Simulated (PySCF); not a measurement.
Running PySCF for NaCa⁻

File input.py (PySCF 2.14):

```python
from pyscf import gto, scf

mol = gto.M(
    atom='Na 0 0 0; Ca 0 0 3.428',
    basis='x2c-svpall',
    charge=-1,
    spin=0,
    verbose=4,
)
mf = scf.RHF(mol)
mf = mf.sfx2c1e()
mf = scf.addons.smearing_(mf, sigma=0.01, method='fermi')
mf.kernel()
mf.dip_moment()
print('orbital energies (hartree):', mf.mo_energy[..., max(0, mol.nelec[1]-3):mol.nelec[0]+3].round(4))
```

```bash
$ OMP_NUM_THREADS=1 python input.py
```

It prints (some set-up lines and the per-cycle HOMO/LUMO lines with their warnings removed):

```
PySCF version 2.14.0

[INPUT] Symbol           X                Y                Z      unit          X                Y                Z       unit  Magmom
[INPUT]  1 Na     0.000000000000   0.000000000000   0.000000000000 AA    0.000000000000   0.000000000000   0.000000000000 Bohr   0.0
[INPUT]  2 Ca     0.000000000000   0.000000000000   3.428000000000 AA    0.000000000000   0.000000000000   6.477981155009 Bohr   0.0

nuclear repulsion = 33.9611979003501
number of shells = 6
number of NR pGTOs = 94
number of NR cGTOs = 39
basis = x2c-svpall
ecp = {}

******** <class 'pyscf.scf.smearing.SmearingsfX2C1eRHF'> ********
method = SmearingsfX2C1eRHF
initial guess = minao
damping factor = 0
level_shift factor = 0
DIIS = <class 'pyscf.scf.diis.CDIIS'>
SCF conv_tol = 1e-09
SCF max_cycles = 50

******** <class 'pyscf.x2c.sfx2c1e.SpinFreeX2CHelper'> ********
approx = 1e
xuncontract = 1
Initial guess from minao.
init E= -841.521461019211
    sigma = 0.01  Optimized mu = -0.00691663987999  entropy = 0.251215167517
    Total E(T) = -841.495241646649  Free energy = -841.497753798324  E0 = -841.496497722486
cycle= 1 E= -841.495241646649  delta_E= 0.0262  |g|= 0.076  |ddm|= 2.75
    sigma = 0.01  Optimized mu = 0.0877282352911  entropy = 0.0145977550199
    Total E(T) = -841.507952414422  Free energy = -841.508098391972  E0 = -841.508025403197
cycle= 2 E= -841.507952414422  delta_E= -0.0127  |g|= 0.034  |ddm|= 1.75
    sigma = 0.01  Optimized mu = 0.0793086852409  entropy = 0.0103756705297
    Total E(T) = -841.509181347939  Free energy = -841.509285104644  E0 = -841.509233226292
cycle= 3 E= -841.509181347939  delta_E= -0.00123  |g|= 0.00924  |ddm|= 0.41
    sigma = 0.01  Optimized mu = 0.0763664961514  entropy = 0.00952759153454
    Total E(T) = -841.509572613767  Free energy = -841.509667889683  E0 = -841.509620251725
cycle= 4 E= -841.509572613767  delta_E= -0.000391  |g|= 0.00277  |ddm|= 0.242
    sigma = 0.01  Optimized mu = 0.0761975199932  entropy = 0.00950684935629
    Total E(T) = -841.509665608512  Free energy = -841.509760677006  E0 = -841.509713142759
cycle= 5 E= -841.509665608512  delta_E= -9.3e-05  |g|= 0.000728  |ddm|= 0.154
    sigma = 0.01  Optimized mu = 0.076284313821  entropy = 0.00941719510896
    Total E(T) = -841.509673368573  Free energy = -841.509767540524  E0 = -841.509720454548
cycle= 6 E= -841.509673368573  delta_E= -7.76e-06  |g|= 0.000152  |ddm|= 0.0602
    sigma = 0.01  Optimized mu = 0.0762708277706  entropy = 0.0094190547307
    Total E(T) = -841.50967354384  Free energy = -841.509767734388  E0 = -841.509720639114
cycle= 7 E= -841.50967354384  delta_E= -1.75e-07  |g|= 3.6e-05  |ddm|= 0.0095
    sigma = 0.01  Optimized mu = 0.0762676991956  entropy = 0.0094187241963
    Total E(T) = -841.509673557509  Free energy = -841.509767744751  E0 = -841.50972065113
cycle= 8 E= -841.509673557509  delta_E= -1.37e-08  |g|= 1.03e-05  |ddm|= 0.00202
    sigma = 0.01  Optimized mu = 0.0762664400073  entropy = 0.00941910369433
    Total E(T) = -841.509673554077  Free energy = -841.509767745114  E0 = -841.509720649595
cycle= 9 E= -841.509673554077  delta_E= 3.43e-09  |g|= 2.67e-06  |ddm|= 0.000217
    sigma = 0.01  Optimized mu = 0.0762668087137  entropy = 0.00941905590019
    Total E(T) = -841.509673554574  Free energy = -841.509767745133  E0 = -841.509720649853
cycle= 10 E= -841.509673554574  delta_E= -4.97e-10  |g|= 3.92e-07  |ddm|= 3.63e-05
    sigma = 0.01  Optimized mu = 0.0762668153809  entropy = 0.00941902944595
    Total E(T) = -841.509673554839  Free energy = -841.509767745133  E0 = -841.509720649986
Extra cycle  E= -841.509673554839  delta_E= -2.65e-10  |g|= 1.83e-07  |ddm|= 1.37e-05
converged SCF energy = -841.509673554839
Dipole moment(X, Y, Z, Debye):  0.00000,  0.00000, -9.37768
orbital energies (hartree): [-1.2069 -0.0882 -0.007   0.1628  0.1794  0.1794]
```

In short: E(SCF) = -841.509674 Eh, 10 cycles.

It ran on Arm Neoverse N1 (1 thread, shared host) in 1.5 s.

The basis has no diffuse functions, which an anion needs. Stability towards an unrestricted solution was not tested. The bond length is a typed value, not an optimised one. The dipole of an ion depends on the origin.
